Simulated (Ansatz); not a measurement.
# What each rung costs, and what it gives

Saddle point of Si$_{4}$H$_{13}$ClO$_{2}$, singlet (Si₄H₁₀O ([OH][Si]([SiH3])([SiH3])[SiH3]) + HCl + H₂O → Si₃H₈O ([OH][SiH]([SiH3])[SiH3]) + SiH₄O ([OH][SiH3]) + HCl; bonds formed: Si1–H8, Si2–O9; bonds broken: Si1–Si2, H8–O9), PBE0-D4/def2-TZVP structure:

```json
{"atom": "Si1", "x (Å)": "-0.4244", "y (Å)": "-0.0015", "z (Å)": "-0.5853"}
{"atom": "Si2", "x (Å)": "1.1835", "y (Å)": "-0.8264", "z (Å)": "1.2225"}
{"atom": "Si3", "x (Å)": "-2.1901", "y (Å)": "0.1526", "z (Å)": "0.9522"}
{"atom": "Si4", "x (Å)": "-0.1732", "y (Å)": "-1.9772", "z (Å)": "-1.8371"}
{"atom": "O5", "x (Å)": "-0.1839", "y (Å)": "1.2319", "z (Å)": "-1.6253"}
{"atom": "H6", "x (Å)": "1.2943", "y (Å)": "2.3488", "z (Å)": "0.4935"}
{"atom": "Cl7", "x (Å)": "-0.4898", "y (Å)": "2.9255", "z (Å)": "0.7589"}
{"atom": "H8", "x (Å)": "1.2477", "y (Å)": "0.5762", "z (Å)": "0.2228"}
{"atom": "O9", "x (Å)": "2.0683", "y (Å)": "1.7383", "z (Å)": "0.2216"}
{"atom": "H10", "x (Å)": "2.4810", "y (Å)": "-1.4150", "z (Å)": "0.8165"}
{"atom": "H11", "x (Å)": "1.2492", "y (Å)": "-0.1132", "z (Å)": "2.5153"}
{"atom": "H12", "x (Å)": "0.1341", "y (Å)": "-1.8828", "z (Å)": "1.2472"}
{"atom": "H13", "x (Å)": "-1.6788", "y (Å)": "0.3943", "z (Å)": "2.3213"}
{"atom": "H14", "x (Å)": "-2.8577", "y (Å)": "-1.1856", "z (Å)": "0.9384"}
{"atom": "H15", "x (Å)": "-3.1534", "y (Å)": "1.1787", "z (Å)": "0.4941"}
{"atom": "H16", "x (Å)": "-0.8011", "y (Å)": "-3.1097", "z (Å)": "-1.1100"}
{"atom": "H17", "x (Å)": "1.2672", "y (Å)": "-2.2785", "z (Å)": "-2.0543"}
{"atom": "H18", "x (Å)": "-0.8430", "y (Å)": "-1.7843", "z (Å)": "-3.1481"}
{"atom": "H19", "x (Å)": "-0.3824", "y (Å)": "2.0744", "z (Å)": "-1.1432"}
{"atom": "H20", "x (Å)": "2.2525", "y (Å)": "1.9535", "z (Å)": "-0.7005"}
```

Barriers are electronic and count from the start structure reached by relaxing down the imaginary mode.

Program: Ansatz 0.2.0. Basis: as named in each row. Cores are frozen in the correlated methods. B3LYP uses VWN-RPA correlation. Extrapolation: Hartree–Fock as exp(−7.88 √X), correlation as X^−2.97.

Times are rough, for one single point on 4 threads of a shared host (AMD EPYC 7R13), with one NVIDIA H100 (or a share of it) where marked.

The estimate by CCSD(T) at an estimated basis limit (MP2 extrapolated from triple and quadruple zeta, plus CCSD(T) − MP2 in triple zeta) is 39.07 kcal/mol.

| method | basis | time (s) | barrier (kcal/mol) | method less estimate |
| --- | --- | --- | --- | --- |
| HF | STO-3G | under 1 | 82.95 | 43.89 |
| PBE-D4 | STO-3G | under 1 | 37.56 | -1.51 |
| SPW92 | def2-SVP | 1 | 22.84 | -16.23 |
| CCSD(T) | def2-SVP | 2 (H100) | 48.33 | 9.26 |
| BHLYP-D4 | def2-TZVPP | 2 (H100) | 42.89 | 3.82 |
| B3LYP-D4 | 6-31G | 2 | 44.70 | 5.64 |
| PBE-D4 | def2-SVP | 2 | 30.86 | -8.20 |
| B3LYP-D4 | def2-TZVPP | 2 (H100) | 37.87 | -1.20 |
| PBE-D4 | def2-TZVPP | 2 (H100) | 30.78 | -8.29 |
| BLYP-D4 | def2-TZVPP | 2 (H100) | 34.01 | -5.05 |
| PBE0-D4 | def2-TZVPP | 2 (H100) | 35.64 | -3.43 |
| SPW92 | def2-TZVPP | 2 (H100) | 22.67 | -16.40 |
| r2SCAN0-D4 | def2-TZVPP | 2 (H100) | 36.48 | -2.59 |
| CAM-B3LYP-D4 | def2-TZVPP | 2 (H100) | 40.18 | 1.11 |
| r2SCAN-D4 | def2-TZVPP | 3 (H100) | 32.75 | -6.32 |
| wB97X-V | def2-TZVPP | 3 (H100) | 39.78 | 0.71 |
| PBE0-D4 | def2-SVP | 3 | 36.85 | -2.22 |
| wB97M-V | def2-TZVPP | 3 (H100) | 37.12 | -1.95 |
| B97M-V | def2-TZVPP | 3 (H100) | 38.05 | -1.02 |
| B2PLYP | def2-TZVPP | 3 (H100) | 40.97 | 1.90 |
| PBE-QIDH | def2-TZVPP | 3 (H100) | 39.08 | 0.01 |
| RPA on PBE | def2-TZVPP | 3 (H100) | 42.08 | 3.01 |
| MP2 | def2-QZVPP | 6 (H100) | 37.59 | -1.48 |
| wB97M-V | def2-SVP | 11 | 38.62 | -0.45 |
| CCSD(T) | def2-TZVPP | 20 (H100) | 41.52 | 2.46 |

All methods are single points on the PBE0-D4 structures.

T1 diagnostic: at most 0.015.

Labels in which every atom is bracketed show which atoms are joined, not bond orders.
